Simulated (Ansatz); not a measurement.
The same redistribution along the group B, Al, Ga.

Calculated with Ansatz (gas phase, PBE0-D4/def2-TZVP geometries, no zero-point term in ΔE). CCSD(T)/CBS adds triple-zeta CCSD(T) − MP2 to the extrapolated MP2 energy (def2 sets, frozen cores). Small cases extrapolate CCSD(T) itself. Functionals use def2-TZVPP. For Ga outer-core shells are correlated without core-valence functions, which leaves a few kJ/mol of doubt a bond. Scalar relativity is left out up to krypton. Each species was taken in one conformer, which may not be the lowest.

```tsv
reaction	CCSD(T)/CBS(def2) (kcal/mol)
`OB(O)O` + `N[Si]F` → `NB(O)O` + `O[Si]F`	-0.5
`[OH][Al]([OH])[OH]` + `N[Si]F` → `[NH2][Al]([OH])[OH]` + `O[Si]F`	?
`[OH][Ga]([OH])[OH]` + `N[Si]F` → `[NH2][Ga]([OH])[OH]` + `O[Si]F`	-4.7
```

(1) Fill in the missing values. (An estimate is asked.)

Largest T1 diagnostic: 0.015, for `O[Si]F`.

Extrapolated directly: `OB(O)O` + `N[Si]F` → `NB(O)O` + `O[Si]F`.

Results:

(1) Ansatz gave: `[OH][Al]([OH])[OH]` + `N[Si]F` → `[NH2][Al]([OH])[OH]` + `O[Si]F`: +2.5 kcal/mol.
